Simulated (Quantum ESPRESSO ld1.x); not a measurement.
Values are calculated unless marked as measured or tabulated.
Q: The mean radii <r> (bohr) of the occupied orbitals of an atom or ion are listed with their occupations. Level of theory: Dirac Kohn-Sham, BLYP, spin-unpolarised, spherical densities, point nucleus (ld1.x of Quantum ESPRESSO 7.5).

orbital  occ.     <r>
1s1/2       2  0.1113
2s1/2       2  0.5645
2p1/2       2  0.5297
2p3/2       4  0.5319

Name the element and its charge. Open shells, if any, fill j = l - 1/2 first.

A: Z = 14, silicon, charge +4: Si4+ in [Ne]. The 1s radius gives Z: for a bare nucleus <r> = (2 gamma + 1)/(2Z) with gamma = sqrt(1 - (Z/c)^2), 0.1068 bohr for Z = 14, and screening makes it slightly larger (0.1113 here). The occupations add up to 10, and the charge is Z minus that.
